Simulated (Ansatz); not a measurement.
Start from `C[BH][ZnH]` and change one atom or group to get `CBP`.

Ansatz, PBE0-D4/def2-TZVP geometries, multiplicity 1. Each molecule was computed in one conformer, which needn't be the lowest.

Scalar relativity is left out up to krypton.

| property | `C[BH][ZnH]` |
| --- | --- |
| LUMO energy (PBE/def2-TZVPP) / eV | -2.90 |
| LUMO energy (B3LYP/def2-TZVPP) / eV | -2.19 |
| HOMO–LUMO gap (PBE0/def2-TZVPP) / eV | 4.69 |
| LUMO energy (ωB97M-V/def2-TZVPP) / eV | -0.17 |
| size of the dipole moment (PBE/def2-TZVPP) / D | 1.39 |
| HOMO–LUMO gap (ωB97M-V/def2-TZVPP) / eV | 8.62 |

(1) Give the same properties after the change, and the shifts. (Estimate.)

## Answers

(1) Ansatz gave: 
```tsv
property	`CBP`	shift
LUMO energy (PBE/def2-TZVPP) / eV	-2.21	0.69
LUMO energy (B3LYP/def2-TZVPP) / eV	-1.47	0.72
HOMO–LUMO gap (PBE0/def2-TZVPP) / eV	5.99	1.30
LUMO energy (ωB97M-V/def2-TZVPP) / eV	0.68	0.85
size of the dipole moment (PBE/def2-TZVPP) / D	0.89	-0.50
HOMO–LUMO gap (ωB97M-V/def2-TZVPP) / eV	10.07	1.45
```

With PBE0 the HOMO falls by 0.61 eV and the LUMO rises by 0.69 eV, so the gap widens by about 1.30 eV. PBE moves the HOMO by -0.61 eV and ωB97M-V by -0.60 eV. The zero-point energy changes by 32.7 kJ/mol with +3 modes. Dipoles are sizes alone; their direction can turn.

B3LYP here is the variant with VWN-RPA as its local correlation; programs differ in this.
